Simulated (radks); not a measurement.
Results of a calculation; reference values are marked as such.
W+, 73 electrons, occupied as [Xe] 4f14 5d4 6s1 (the NIST ground configuration).

Code: a radial shooting solver on a logarithmic mesh with Libxc functionals. Model: Dirac Kohn-Sham, PBE, spin-unpolarised, spherical densities, point nucleus; open shells are shared between the two j in proportion to 2j + 1.

Energy parts (hartree):
total: -16165.5471
kinetic: 18217.6927
electron-nucleus: -40364.6806
Hartree: 6306.3289
exchange-correlation: -324.8880

Orbitals (lengths in bohr, moments of r in powers of bohr; r(max) is where P^2 peaks):
orbital  occ.  eigenvalue (hartree)      <r>   <1/r>   r(max)       <r^4>
1s1/2       2             -2550.678  0.01834   87.13  0.01145   5.815e-07
2s1/2       2             -440.1572  0.07693   21.20  0.06586  0.00008703
2p1/2       2             -420.8750  0.06365   21.15  0.04896  0.00005245
2p3/2       4             -371.1571  0.07161   17.77  0.05580  0.00007642
3s1/2       2             -101.5753   0.2005   7.779   0.1855    0.003217
3p1/2       2             -92.99864   0.1906   7.692   0.1737    0.002840
3p3/2       4             -82.24766   0.2053   6.817   0.1877    0.003753
3d3/2       4             -67.82849   0.1797   6.711   0.1471    0.002549
3d5/2       6             -65.49090   0.1842   6.504   0.1510    0.002775
4s1/2       2             -21.17232   0.4494   3.269   0.4210     0.07568
4p1/2       2             -17.61688   0.4546   3.157   0.4208     0.08278
4p3/2       4             -15.12559   0.4878   2.853   0.4504      0.1095
4d3/2       4              -9.29201   0.5048   2.638   0.4471      0.1411
4d5/2       6              -8.83305   0.5162   2.565   0.4565      0.1542
4f5/2       6              -1.53748   0.6030   2.100   0.4263      0.4973
4f7/2       8              -1.45526   0.6127   2.069   0.4312      0.5366
5s1/2       2              -3.17412    1.068   1.263   0.9635       2.429
5p1/2       2              -2.12315    1.178   1.132    1.034       3.805
5p3/2       4              -1.76272    1.282   1.024    1.118       5.390
5d3/2     1.6              -0.44827    1.925  0.6815    1.460       37.64
5d5/2     2.4              -0.41968    1.998  0.6556    1.507       44.03
6s1/2       1              -0.44765    2.963  0.4277    2.568       149.9

The highest occupied level is 5d5/2 at -11.420 eV. For comparison, the ionisation energy in NIST's Atomic Spectra Database is 16.4 eV (semi-empirical). In exact Kohn-Sham theory the highest level is minus the ionisation energy, but local and semilocal functionals leave it too shallow, through self-interaction and a potential that decays too fast; potentials with the right tail come closer. Summed over all electrons, <r^2> = 53.99 bohr^2, which gives a Langevin (diamagnetic) susceptibility term of -42.8 x 10^-6 cm^3/mol.

Beside tabulated values, note that spin-unpolarised runs miss the spin-polarisation part of the exchange energy of open shells.
